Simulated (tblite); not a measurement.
A geometry optimisation, step by step.

C3H11GeNSi2.
Numbering: `[N:1]#[C:2][CH2:3][Si@@H:4]([GeH3:5])[CH2:6][SiH3:7]` (hydrogens: H8, H9 on C3; H10 on Si4; H11, H12, H13 on Ge5; H14, H15 on C6; H16, H17, H18 on Si7)

Computed with GFN2-xTB (tblite), gas phase: L-BFGS steps from a force-field or distance-geometry start until the largest atomic force falls under 0.01 eV/Å. 9 of its 185 geometries are shown.

Step 0: E = -551.4267 eV, largest atomic force 2.472 eV/Å
```
atom  x, y, z in Å  |  force x, y, z in eV/Å
N1     -3.472   -2.033    0.041    1.902   0.465   0.045
C2     -2.341   -1.797    0.130   -0.524  -0.392   0.461
C3     -0.911   -1.505    0.283   -1.155  -0.790  -0.051
Si4    -0.548   -0.126   -0.941   -1.296   0.285  -0.520
Ge5    -1.170    1.829    0.031   -0.822   0.859   0.269
C6      1.194   -0.292   -1.454    0.981  -1.143  -1.960
Si7     2.462    0.436   -0.341    1.996   0.381   0.792
H8     -0.692   -1.196    1.322   -0.097  -0.452  -0.502
H9     -0.325   -2.377   -0.062   -0.387   0.192   0.657
H10    -1.386   -0.308   -2.136   -0.089  -0.145  -0.079
H11    -1.802    2.764   -1.062    0.385  -0.256   0.795
H12    -2.345    1.491    1.004    0.561   0.419  -0.351
H13    -0.093    2.571    0.837   -0.502  -0.015  -0.251
H14     1.436   -1.376   -1.576   -0.190   0.711  -0.060
H15     1.312    0.148   -2.471   -0.060  -0.301   0.632
H16     2.008    0.766    1.014   -0.119   0.032  -0.055
H17     3.119    1.597   -0.984   -0.273  -0.118   0.176
H18     3.544   -0.584   -0.173   -0.311   0.267   0.002
```

Step 23: E = -551.9261 eV, largest atomic force 0.070 eV/Å
```
atom  x, y, z in Å  |  force x, y, z in eV/Å
N1     -3.473   -2.053    0.110    0.026   0.013   0.019
C2     -2.350   -1.845    0.193   -0.009  -0.014   0.032
C3     -0.955   -1.554    0.247    0.000  -0.002   0.005
Si4    -0.574   -0.147   -1.015   -0.035   0.015  -0.059
Ge5    -1.240    1.862    0.011    0.027  -0.041  -0.026
C6      1.261   -0.314   -1.507   -0.058   0.000  -0.015
Si7     2.569    0.418   -0.322   -0.007  -0.026  -0.032
H8     -0.695   -1.238    1.259   -0.003  -0.004   0.006
H9     -0.395   -2.460    0.018   -0.011  -0.003  -0.013
H10    -1.414   -0.416   -2.199    0.034   0.010   0.023
H11    -1.804    2.902   -0.907    0.013   0.005  -0.020
H12    -2.329    1.667    1.023    0.000  -0.012   0.008
H13    -0.188    2.607    0.781    0.007  -0.002  -0.019
H14     1.472   -1.371   -1.671    0.007   0.008   0.034
H15     1.377    0.153   -2.484    0.019   0.050   0.023
H16     1.968    0.727    0.982    0.016  -0.019  -0.012
H17     3.118    1.633   -0.926   -0.018   0.015   0.038
H18     3.641   -0.564   -0.135   -0.009   0.007   0.008
```

Step 46: E = -551.9529 eV, largest atomic force 0.349 eV/Å
```
atom  x, y, z in Å  |  force x, y, z in eV/Å
N1     -3.468   -1.988    0.467   -0.342  -0.028   0.005
C2     -2.345   -1.812    0.358    0.341   0.076  -0.009
C3     -0.947   -1.575    0.208    0.045   0.026  -0.077
Si4    -0.617   -0.196   -1.105    0.061  -0.015   0.153
Ge5    -1.209    1.846   -0.118   -0.045   0.017   0.012
C6      1.241   -0.249   -1.522    0.041  -0.005  -0.022
Si7     2.483    0.387   -0.216   -0.038  -0.023  -0.042
H8     -0.543   -1.263    1.174    0.024  -0.035  -0.019
H9     -0.468   -2.509   -0.088    0.013   0.009   0.030
H10    -1.416   -0.522   -2.295   -0.031  -0.010  -0.031
H11    -1.769    2.893   -1.035    0.034  -0.007  -0.003
H12    -2.250    1.742    0.957    0.015  -0.012   0.000
H13    -0.063    2.538    0.567   -0.052   0.020  -0.032
H14     1.529   -1.262   -1.803   -0.084  -0.018   0.009
H15     1.380    0.350   -2.422   -0.005   0.014  -0.026
H16     1.911    0.408    1.132   -0.058  -0.042   0.040
H17     2.909    1.737   -0.575    0.002   0.061  -0.007
H18     3.631   -0.518   -0.227    0.078  -0.030   0.018
```

Step 69: E = -551.9786 eV, largest atomic force 0.075 eV/Å
```
atom  x, y, z in Å  |  force x, y, z in eV/Å
N1     -3.390   -1.764    0.658   -0.032  -0.025   0.019
C2     -2.262   -1.721    0.471    0.013   0.074   0.004
C3     -0.871   -1.599    0.192   -0.004  -0.001  -0.016
Si4    -0.607   -0.203   -1.111   -0.026   0.017   0.005
Ge5    -1.226    1.864   -0.189   -0.016  -0.021   0.001
C6      1.244   -0.232   -1.553   -0.023   0.016   0.033
Si7     2.426    0.311   -0.156   -0.002  -0.043   0.050
H8     -0.338   -1.361    1.115   -0.027  -0.006  -0.011
H9     -0.499   -2.553   -0.180    0.010  -0.010  -0.012
H10    -1.431   -0.557   -2.285    0.037   0.011   0.045
H11    -1.800    2.838   -1.175    0.002  -0.007   0.006
H12    -2.249    1.812    0.901   -0.009  -0.014  -0.005
H13    -0.092    2.631    0.431   -0.022  -0.011  -0.017
H14     1.516   -1.230   -1.893    0.006   0.029  -0.018
H15     1.383    0.434   -2.403    0.052  -0.037  -0.021
H16     1.834    0.003    1.155    0.035  -0.007  -0.020
H17     2.661    1.752   -0.240    0.006   0.028  -0.020
H18     3.690   -0.419   -0.279    0.000   0.008  -0.021
```

Step 92: E = -552.0023 eV, largest atomic force 0.063 eV/Å
```
atom  x, y, z in Å  |  force x, y, z in eV/Å
N1     -3.292   -1.415    0.994    0.034   0.017   0.001
C2     -2.209   -1.507    0.630   -0.058   0.007  -0.023
C3     -0.874   -1.575    0.141   -0.042  -0.002   0.002
Si4    -0.568   -0.162   -1.134    0.010  -0.009   0.017
Ge5    -1.352    1.873   -0.278    0.007  -0.004  -0.018
C6      1.298   -0.228   -1.511    0.002   0.005  -0.009
Si7     2.491    0.203   -0.088    0.005  -0.014  -0.038
H8     -0.187   -1.486    0.983    0.008  -0.011  -0.009
H9     -0.721   -2.542   -0.336    0.022  -0.028   0.033
H10    -1.327   -0.541   -2.341   -0.002   0.010   0.000
H11    -2.001    2.733   -1.323    0.008   0.002   0.018
H12    -2.382    1.762    0.797   -0.005  -0.008   0.003
H13    -0.309    2.776    0.312    0.008   0.000  -0.008
H14     1.531   -1.231   -1.873    0.025   0.017   0.002
H15     1.502    0.444   -2.344   -0.009   0.006   0.013
H16     2.150   -0.583    1.101    0.012  -0.036   0.024
H17     2.387    1.625    0.236    0.000   0.018  -0.022
H18     3.853   -0.139   -0.508   -0.026   0.029   0.014
```

Step 115: E = -552.0112 eV, largest atomic force 0.039 eV/Å
```
atom  x, y, z in Å  |  force x, y, z in eV/Å
N1     -3.224   -1.166    1.129   -0.035  -0.005   0.012
C2     -2.186   -1.395    0.703    0.033  -0.003  -0.021
C3     -0.895   -1.603    0.140   -0.002   0.000  -0.001
Si4    -0.557   -0.208   -1.149   -0.005   0.003   0.001
Ge5    -1.358    1.839   -0.338    0.014   0.009  -0.011
C6      1.312   -0.200   -1.512    0.000   0.002   0.002
Si7     2.477    0.163   -0.050   -0.005   0.005   0.005
H8     -0.154   -1.573    0.939    0.001   0.004   0.004
H9     -0.857   -2.586   -0.329    0.000   0.004   0.000
H10    -1.292   -0.602   -2.367   -0.003  -0.005   0.006
H11    -2.024    2.671   -1.395    0.000  -0.005   0.005
H12    -2.363    1.765    0.761   -0.006   0.003   0.009
H13    -0.299    2.762    0.193   -0.006   0.005  -0.005
H14     1.593   -1.154   -1.956    0.000  -0.008  -0.004
H15     1.488    0.552   -2.280    0.001   0.002   0.000
H16     2.340   -0.895    0.959    0.007  -0.010  -0.004
H17     2.136    1.455    0.547   -0.004   0.006   0.004
H18     3.856    0.179   -0.538    0.007  -0.005  -0.002
```

Step 138: E = -552.0144 eV, largest atomic force 0.044 eV/Å
```
atom  x, y, z in Å  |  force x, y, z in eV/Å
N1     -3.281   -1.269    1.068    0.037   0.005  -0.024
C2     -2.216   -1.433    0.680   -0.028   0.004   0.010
C3     -0.894   -1.579    0.171   -0.007  -0.002   0.006
Si4    -0.560   -0.200   -1.132   -0.003   0.007  -0.010
Ge5    -1.334    1.871   -0.360   -0.001   0.012   0.012
C6      1.305   -0.191   -1.511    0.007   0.006   0.003
Si7     2.479    0.123   -0.044    0.012   0.015   0.028
H8     -0.189   -1.506    1.000    0.008   0.009  -0.002
H9     -0.791   -2.566   -0.282    0.006  -0.007   0.011
H10    -1.320   -0.599   -2.333    0.013  -0.013  -0.011
H11    -2.066    2.646   -1.416   -0.012   0.002   0.009
H12    -2.282    1.828    0.794    0.006   0.007  -0.001
H13    -0.266    2.834    0.074   -0.008  -0.013   0.000
H14     1.584   -1.131   -1.988   -0.008   0.003  -0.003
H15     1.477    0.587   -2.254   -0.005  -0.004  -0.007
H16     2.443   -1.035    0.857    0.006   0.009  -0.013
H17     2.059    1.325    0.684   -0.005  -0.021  -0.011
H18     3.843    0.300   -0.550   -0.020  -0.018   0.003
```

Step 161: E = -552.0183 eV, largest atomic force 0.041 eV/Å
```
atom  x, y, z in Å  |  force x, y, z in eV/Å
N1     -3.340   -1.362    0.902   -0.037  -0.002   0.017
C2     -2.236   -1.465    0.618    0.021   0.010  -0.005
C3     -0.871   -1.526    0.219    0.002   0.010  -0.006
Si4    -0.571   -0.191   -1.136    0.008   0.002  -0.005
Ge5    -1.329    1.893   -0.374   -0.004  -0.020   0.004
C6      1.294   -0.181   -1.518    0.003  -0.001  -0.010
Si7     2.472    0.065   -0.040   -0.018   0.005   0.004
H8     -0.236   -1.339    1.087   -0.005   0.002   0.005
H9     -0.649   -2.523   -0.162    0.001  -0.015   0.005
H10    -1.334   -0.633   -2.320    0.016   0.012   0.011
H11    -2.176    2.635   -1.363   -0.003  -0.001  -0.004
H12    -2.155    1.877    0.873    0.015  -0.008  -0.003
H13    -0.232    2.873   -0.072   -0.003   0.005   0.001
H14     1.561   -1.104   -2.031    0.009   0.004   0.001
H15     1.472    0.622   -2.233   -0.004   0.004  -0.002
H16     2.531   -1.175    0.742   -0.008   0.005  -0.009
H17     1.983    1.156    0.808   -0.007  -0.004  -0.001
H18     3.808    0.384   -0.543    0.014  -0.010  -0.002
```

Step 184: E = -552.0198 eV, largest atomic force 0.009 eV/Å
```
atom  x, y, z in Å  |  force x, y, z in eV/Å
N1     -3.350   -1.372    0.877   -0.001   0.001  -0.002
C2     -2.241   -1.456    0.605    0.003   0.003  -0.001
C3     -0.869   -1.503    0.228    0.000   0.000  -0.001
Si4    -0.561   -0.190   -1.148   -0.006   0.004   0.006
Ge5    -1.327    1.884   -0.372    0.001  -0.004  -0.004
C6      1.302   -0.176   -1.532   -0.002   0.003   0.005
Si7     2.467    0.053   -0.043    0.005  -0.004   0.000
H8     -0.255   -1.281    1.102   -0.001  -0.003   0.000
H9     -0.623   -2.506   -0.120   -0.002  -0.004  -0.004
H10    -1.319   -0.635   -2.332    0.001   0.000   0.007
H11    -2.224    2.611   -1.329   -0.002   0.000   0.005
H12    -2.107    1.841    0.903    0.002   0.002   0.000
H13    -0.244    2.889   -0.097   -0.003  -0.003  -0.008
H14     1.573   -1.093   -2.055    0.003   0.002  -0.002
H15     1.480    0.636   -2.237    0.002   0.002  -0.004
H16     2.490   -1.189    0.738    0.000  -0.001   0.003
H17     1.980    1.151    0.798    0.001   0.005   0.002
H18     3.819    0.343   -0.524   -0.001  -0.002  -0.001
```

**Question.** Summarise the path.

**Answer.** The energy falls by 0.5931 eV from step 0 to step 184; nine tenths of that is first reached at step 51. It rises by more than 0.2 meV at step 2. The largest force goes from 2.472 to 0.009 eV/Å. Among the bonds Si4–C6 changes most, from 1.824 to 1.903 Å; the atoms move by 0.896 Å rms after alignment.

What follows is the cost of the whole relaxation. Hardware: an Arm Neoverse N1 with one thread, shared host with 64 logical CPUs at a one-minute load of 61. Cost: 2.9 s wall.
